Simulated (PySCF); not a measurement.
An excited-state job on `CC=C(C#N)C#N`.

Computed with TDDFT PBE0/def2-SVPD, vertical, gas phase, core orbitals frozen in the response (PySCF 2.14.0, density-fitted response routines). Geometry: GFN2-xTB. A driver script takes a list of jobs; this job's settings line and coordinates (Å) are shown.

Command:
```bash
OMP_NUM_THREADS=1 python probes_run.py task.json out
```

Input:
```
{"job": {"kind": "uv", "xc": "PBE0", "basis": "def2-SVPD", "nstates": 6, "ntriplets": 2}, "charge": 0, "multiplicity": 1}
C      1.164494    -0.830297     0.615225
C      0.200044     0.283885     0.481459
C     -0.626397     0.456570    -0.565593
C     -1.531812     1.546122    -0.633817
N     -2.264007     2.424731    -0.686014
C     -0.662795    -0.424367    -1.676767
N     -0.694902    -1.131213    -2.577144
H      1.126302    -1.502203    -0.239212
H      0.952126    -1.391456     1.525905
H      2.174889    -0.432505     0.715959
H      0.167483     1.003404     1.290052
```

Output:
```
coarse grid: 10040 points
cycle   1  E = -301.6878875160  dE =  1.037e+00  |g| = 5.679e-01  |ddm| = 5.935e+00
cycle   2  E = -301.3044117244  dE =  3.835e-01  |g| = 1.422e+00  |ddm| = 3.126e+00
cycle   3  E = -301.7685843982  dE = -4.642e-01  |g| = 8.048e-02  |ddm| = 2.338e+00
cycle   4  E = -301.7698711582  dE = -1.287e-03  |g| = 4.034e-02  |ddm| = 2.194e-01
cycle   5  E = -301.7702570362  dE = -3.859e-04  |g| = 9.413e-03  |ddm| = 9.076e-02
cycle   6  E = -301.7702778119  dE = -2.078e-05  |g| = 4.087e-03  |ddm| = 2.279e-02
cycle   7  E = -301.7702815770  dE = -3.765e-06  |g| = 1.050e-03  |ddm| = 6.248e-03
final grid: 99512 points
cycle   8  E = -301.8095516311  dE = -2.097e-05  |g| = 5.354e-03  |ddm| = 1.045e-01
cycle   9  E = -301.8095477047  dE =  3.926e-06  |g| = 6.909e-03  |ddm| = 2.443e-02
cycle  10  E = -301.8095578725  dE = -1.017e-05  |g| = 2.208e-03  |ddm| = 1.224e-02
cycle  11  E = -301.8095589716  dE = -1.099e-06  |g| = 2.585e-04  |ddm| = 2.989e-03
cycle  12  E = -301.8095589836  dE = -1.194e-08  |g| = 1.513e-04  |ddm| = 7.320e-04
cycle  13  E = -301.8095589884  dE = -4.850e-09  |g| = 5.493e-05  |ddm| = 2.519e-04
cycle  14  E = -301.8095589890  dE = -5.668e-10  |g| = 2.445e-05  |ddm| = 1.112e-04
converged SCF energy = -301.8095589890

Static polarisability (au): isotropic 68.554, principal 43.094 73.815 88.753

Singlet excitations
state   eV       nm        f      main configurations
  1   5.6675    218.8   0.36005   H->L 0.95
  2   6.0891    203.6   0.00008   H-1->L 0.97
  3   6.3620    194.9   0.00077   H-3->L 0.66, H->L+1 0.26
  4   6.5385    189.6   0.00046   H->L+1 0.70, H-3->L 0.26
  5   6.7714    183.1   0.04418   H-2->L 0.90
  6   6.9961    177.2   0.00001   H-4->L 0.92

Triplet excitations (Tamm-Dancoff, eV): 3.2967 5.6404
```

The SCF starts on a coarse grid where the log names one; the energy can jump when the final grid takes over, and dE then counts from the start density on the new grid. H and L stand for HOMO and LUMO; the number after each pair is its weight.

How does the lowest singlet excitation compare with the HOMO–LUMO gap?

HOMO -8.57 eV and LUMO -2.60 eV give a gap of 5.97 eV; S1 at 5.67 eV lies 0.30 eV below it.

Summary of the converged run: HOMO -8.57 eV, LUMO -2.60 eV; lowest singlet 5.67 eV; lowest triplet 3.30 eV (Tamm–Dancoff); mean polarisability 68.6 au.

The run took 28 s (grids of density and orbitals included) on an Arm Neoverse V1 with one thread, on a shared host.
Labels such as C1 count atoms from 1, the log's own numbers from 0.
